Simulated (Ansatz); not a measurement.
The cluster Be8⁺, relaxed as a doublet with UKS r2SCAN/def2-SVP in Ansatz, starting from the GFN2-xTB geometry. Force threshold 0.02 eV/Å.

The charge 1 doublet is spin-contaminated (final ⟨S²⟩ up to 1.49, 0.75 for a pure state). The structure comes from a short search, and lower isomers may exist.

Start:

Cartesian coordinates in Å:
```
Be 0.1775 1.0513 1.4644
Be 1.0680 -1.1250 -0.2715
Be -0.2364 1.8599 -0.2898
Be -1.2441 0.1413 0.4066
Be -0.0168 0.2700 -1.4156
Be -0.3460 -1.5475 1.0014
Be 1.4592 0.7755 0.0039
Be -0.8614 -1.4253 -0.8994
```

```tsv
step	energy (eV)	largest force component (eV/Å)	SCF passes
1	-3192.1145	1.514	71
2	-3192.7929	0.590	54
3	-3193.0407	0.275	57
4	-3193.1778	0.271	62
5 (rejected)	-3193.1557	0.571	66
6	-3193.1901	0.352	61
7	-3193.2266	0.077	57
8	-3193.2283	0.010	56
```

Force components are those of the run's own axes.

End:

```xyz
8

Be    0.3354    0.6152    1.3084
Be    1.0093   -1.0793   -0.1433
Be   -0.2088    2.0079   -0.1163
Be   -1.4588    0.0894    0.2559
Be    0.1253    0.3678   -1.4312
Be   -0.5759   -1.5229    1.2025
Be    1.6376    1.1585   -0.2646
Be   -0.8641   -1.6367   -0.8113
```

By distances, no bond broke or formed. The bond that changes most is Be2–Be7, from 1.96 to 2.33 Å (atoms count from 1). The end is the same structure that another start reached, the lowest one found.

No frequencies were taken in this run, so the end may be a saddle point.

Hardware: 4 threads of Arm Neoverse V1 on a shared host. Wall time 27 s.
